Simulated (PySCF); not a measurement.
Pyridazine N-oxide, C4H4N2O.
SMILES with atom numbers: `[O-:1][n+:2]1[cH:3][cH:4][cH:5][cH:6][n:7]1` (hydrogens: H8 on C3; H9 on C4; H10 on C5; H11 on C6)
Bond orders are those of one Lewis drawing.

Method: PBE0-D3(BJ)/def2-SVP geometry optimisation, gas phase in PySCF 2.14.0; density fitting, grid level 2; the optimiser is geomeTRIC in internal coordinates, started from a GFN2-xTB structure.

Step 0: E = -9220.3529 eV
```
atom  x, y, z in Å  |  force x, y, z in eV/Å
O1     -2.1323   -1.6678   -0.1198    0.043   0.145   0.007
N2     -1.1456   -0.9428    0.0175   -0.498  -0.361  -0.068
C3     -1.2721    0.4133    0.0107    0.003   0.568   0.003
C4     -0.1745    1.2220    0.1637    0.264  -0.405   0.034
C5      1.0740    0.6312    0.3281   -0.106   0.076  -0.015
C6      1.1032   -0.7537    0.3214   -0.264   0.496  -0.032
N7      0.0345   -1.5042    0.1712    0.184  -1.017   0.019
H8     -2.2774    0.7799   -0.1206   -0.415   0.007  -0.058
H9     -0.2936    2.2944    0.1544   -0.114   0.459  -0.009
H10     1.9691    1.2150    0.4542    0.452   0.269   0.061
H11     2.0221   -1.3090    0.4411    0.451  -0.236   0.059
```

Step 1: E = -9220.3896 eV
```
atom  x, y, z in Å  |  force x, y, z in eV/Å
O1     -2.1473   -1.6559   -0.1218    0.084  -0.016   0.011
N2     -1.1511   -0.9509    0.0169   -0.064   0.053  -0.008
C3     -1.2729    0.4219    0.0104   -0.082  -0.036  -0.010
C4     -0.1692    1.2263    0.1650   -0.032   0.122  -0.004
C5      1.0811    0.6357    0.3288    0.059   0.036   0.009
C6      1.0985   -0.7530    0.3208    0.149  -0.081   0.019
N7      0.0369   -1.5324    0.1723   -0.063  -0.044  -0.009
H8     -2.2978    0.7640   -0.1250    0.027   0.010   0.004
H9     -0.3022    2.3119    0.1552    0.011  -0.056   0.001
H10     1.9945    1.2179    0.4563   -0.028  -0.026  -0.005
H11     2.0368   -1.3074    0.4429   -0.059   0.036  -0.008
```

**Question.** Estimate the geometry and energy of step 2. (The exact step hangs on the optimiser's Hessian estimate; all steps are aligned on step 1, rigid shifts and turns removed.)

**Answer.** E = -9220.3896 eV, largest force 0.094 eV/Å
```
atom  x, y, z in Å  |  force x, y, z in eV/Å
O1     -2.1405   -1.6633   -0.1210   -0.040   0.078  -0.005
N2     -1.1525   -0.9479    0.0168    0.037  -0.056   0.004
C3     -1.2762    0.4248    0.0101   -0.037  -0.056  -0.005
C4     -0.1705    1.2283    0.1648    0.016  -0.027   0.002
C5      1.0796    0.6341    0.3287    0.047   0.047   0.007
C6      1.1018   -0.7555    0.3213   -0.089   0.027  -0.012
N7      0.0357   -1.5300    0.1722    0.065  -0.026   0.009
H8     -2.2997    0.7692   -0.1252   -0.001   0.005   0.000
H9     -0.3008    2.3126    0.1552    0.007  -0.002   0.001
H10     1.9923    1.2155    0.4559    0.004   0.008   0.000
H11     2.0381   -1.3095    0.4431   -0.009   0.002  -0.001
```

The energy changes by 0.0000 eV. The first-order estimate −F·Δx gives -0.0019 eV and the mean of the old and new forces, exact on a quadratic surface, 0.0000 eV. The step makes an angle of 65° with the force vector and moves no atom by more than 0.010 Å.

What follows is the cost of the whole optimisation. On an Arm Neoverse V1 with one thread, shared host with 32 logical CPUs at a one-minute load of 10, this took 31 s of wall time and 0.63 GiB of memory at its peak.
